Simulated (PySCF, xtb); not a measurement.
H₆HfO₄Sn, SMILES [OH][Hf]([OH])([OH])[O][SnH3], multiplicity 1.

GFN2-xTB in xtb at its own geometry gives an orbital gap of 5.08 eV and a dipole moment of 2.51 D.

Coordinates come from a B3LYP-D3(BJ)/def2-SVP optimisation. The spin state was assumed, not searched. The def2 effective core potentials stand for the cores of Hf, Sn; spin–orbit coupling is left out. The values are those of a single conformer.

Problem. What does PBE/def2-TZVP (PySCF) give? (The exact figures need the calculation; the answer reports its results.)

Solution. gap 5.24 eV (levels -6.50 and -1.26 eV), dipole 0.19 D.
